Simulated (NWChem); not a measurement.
System meant: SnHSCl, singlet; SMILES [Sn]([SH])[Cl]

NWChem input:

```
start job
memory heap 200 mb stack 900 mb global 1100 mb
geometry units angstroms noautoz
  Sn     0.666153     0.010145     0.000000
  Cl    -0.956273    -1.775761     0.000000
  S     -1.015436     1.827769     0.000000
  H     -0.045422     2.789166     0.000000
end
basis spherical
  * library def2-svp
end
ecp
  Sn library def2-ecp
end
dft
  odft
  mult 2
  xc b3lyp
  iterations 150
  mulliken
end
task dft energy
```

End of the output:

```
                                 NWChem DFT Module
                                 -----------------

 Summary of "ao basis" -> "ao basis" (spherical)
 ------------------------------------------------------------------------------
       Tag                 Description            Shells   Functions and Types
 ---------------- ------------------------------  ------  ---------------------
 Sn                         def2-svp                10       26   4s4p2d
 Cl                         def2-svp                 8       18   4s3p1d
 S                          def2-svp                 8       18   4s3p1d
 H                          def2-svp                 3        5   2s1p

 Summary of "ao basis" -> "ao basis" (spherical)
 ------------------------------------------------------------------------------
       Tag                 Description            Shells   Functions and Types
 ---------------- ------------------------------  ------  ---------------------
 Sn                         def2-svp                10       26   4s4p2d
 Cl                         def2-svp                 8       18   4s3p1d
 S                          def2-svp                 8       18   4s3p1d
 H                          def2-svp                 3        5   2s1p

      Symmetry analysis of basis
      --------------------------

        a'         48
        a"         19

  number of electrons :                   56
  multiplicity        :                    2
 ------------------------------------------------------------------------
  no. of electrons and multiplicity not compatible                  56
 ------------------------------------------------------------------------
 ------------------------------------------------------------------------
  current input line :
    22: task dft energy
 ------------------------------------------------------------------------
 ------------------------------------------------------------------------
 There is an error in the input file
 ------------------------------------------------------------------------
 For more information see the NWChem manual at https://nwchemgit.github.io

0: no. of electrons and multiplicity not compatible:Received an Error in Communication
```

Task: What is wrong, and how is it mended?

Result: The program refused the input. Cause: the multiplicity doesn't fit the number of electrons (an even count wants an odd multiplicity, and the reverse). This input runs:
```
start job
memory heap 200 mb stack 900 mb global 1100 mb
geometry units angstroms noautoz
  Sn     0.666153     0.010145     0.000000
  Cl    -0.956273    -1.775761     0.000000
  S     -1.015436     1.827769     0.000000
  H     -0.045422     2.789166     0.000000
end
basis spherical
  * library def2-svp
end
ecp
  Sn library def2-ecp
end
dft
  xc b3lyp
  iterations 150
  mulliken
end
task dft energy
```
It converges to -1073.21609 Ha (B3LYP/def2-SVP with def2 effective core potentials on Sn).
